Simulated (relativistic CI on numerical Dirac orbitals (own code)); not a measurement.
Inner-shell lines of Te XVIII

Computed by Dirac-Coulomb-Breit CI, KLI orbitals optimised for each configuration, model QED, valence Slater integrals scaled by 0.85 (own radial code, finite nucleus).

Configurations in the expansion (outside the closed core [Ar]): 3d10 4s2 4p5, 3d9 4s2 4p6, 3d9 4s2 4p5 4f, 3d9 4s2 4p5 5p, 3d9 4s 4p6 4f, 3d9 4s 4p6 5p, 3d10 4s 4p6. Levels of other configurations are missing.

The table holds the strongest lines. The upper levels have an inner-shell vacancy. Auger decay, open to those above the ionisation limit, is not computed, and radiative decays to configurations outside the model are missing too. Absolute energies can be off by a few tenths of a per cent, so close lines can change order. LS names give the leading component, which can be well under half, for lower levels too. Brackets number the levels in order of energy.

| λ (Å) | Upper | Lower | A (s⁻¹) | gA (s⁻¹) |
| --- | --- | --- | --- | --- |
| 17.952 | 3d9 4s2 4p5 4f 2F_5/2 [44] | 3d10 4s2 4p5 2P°_3/2 [1] | 3.39e+12 | 2.04e+13 |
| 17.9246 | 3d9 4s 4p6 4f 4D°_1/2 [194] | 3d10 4s 4p6 2S_1/2 [3] | 4.01e+12 | 8.03e+12 |
| 17.9189 | 3d9 4s2 4p5 4f 4D_3/2 [46] | 3d10 4s2 4p5 2P°_3/2 [1] | 2.46e+12 | 9.82e+12 |
| 17.9157 | 3d9 4s2 4p5 4f 2D_3/2 [98] | 3d10 4s2 4p5 2P°_1/2 [2] | 3.23e+12 | 1.29e+13 |
| 17.9113 | 3d9 4s 4p6 4f 2D°_3/2 [195] | 3d10 4s 4p6 2S_1/2 [3] | 4.07e+12 | 1.63e+13 |
| 17.9074 | 3d9 4s2 4p5 4f 2S_1/2 [99] | 3d10 4s2 4p5 2P°_1/2 [2] | 4.83e+12 | 9.66e+12 |
| 17.741 | 3d9 4s 4p6 4f 2P°_3/2 [211] | 3d10 4s 4p6 2S_1/2 [3] | 1.15e+12 | 4.60e+12 |
| 17.7271 | 3d9 4s2 4p5 4f 2P_1/2 [75] | 3d10 4s2 4p5 2P°_3/2 [1] | 3.65e+12 | 7.30e+12 |
| 17.6536 | 3d9 4s2 4p5 4f 2P_3/2 [90] | 3d10 4s2 4p5 2P°_3/2 [1] | 1.45e+12 | 5.78e+12 |
| 17.6325 | 3d9 4s2 4p5 4f 2D_5/2 [95] | 3d10 4s2 4p5 2P°_3/2 [1] | 8.43e+11 | 5.06e+12 |
| 17.598 | 3d9 4s2 4p5 4f 2D_3/2 [98] | 3d10 4s2 4p5 2P°_3/2 [1] | 3.37e+12 | 1.35e+13 |
| 17.59 | 3d9 4s2 4p5 4f 2S_1/2 [99] | 3d10 4s2 4p5 2P°_3/2 [1] | 7.82e+12 | 1.56e+13 |
| 17.5818 | 3d9 4s2 4p5 4f 2D_5/2 [100] | 3d10 4s2 4p5 2P°_3/2 [1] | 2.77e+13 | 1.66e+14 |
| 17.5695 | 3d9 4s2 4p5 4f 2D_3/2 [117] | 3d10 4s2 4p5 2P°_1/2 [2] | 2.97e+13 | 1.19e+14 |
| 17.5665 | 3d9 4s2 4p5 4f 2P_1/2 [101] | 3d10 4s2 4p5 2P°_3/2 [1] | 2.19e+13 | 4.38e+13 |
| 17.5609 | 3d9 4s 4p6 4f 2P°_1/2 [221] | 3d10 4s 4p6 2S_1/2 [3] | 3.13e+13 | 6.25e+13 |
| 17.556 | 3d9 4s2 4p5 4f 2P_3/2 [102] | 3d10 4s2 4p5 2P°_3/2 [1] | 2.52e+13 | 1.01e+14 |
| 17.547 | 3d9 4s 4p6 4f 2P°_3/2 [222] | 3d10 4s 4p6 2S_1/2 [3] | 2.96e+13 | 1.18e+14 |
| 17.5296 | 3d9 4s2 4p5 4f 2P_1/2 [118] | 3d10 4s2 4p5 2P°_1/2 [2] | 2.96e+13 | 5.93e+13 |
| 17.4948 | 3d9 4s2 4p5 4f 4D_3/2 [103] | 3d10 4s2 4p5 2P°_3/2 [1] | 9.65e+11 | 3.86e+12 |
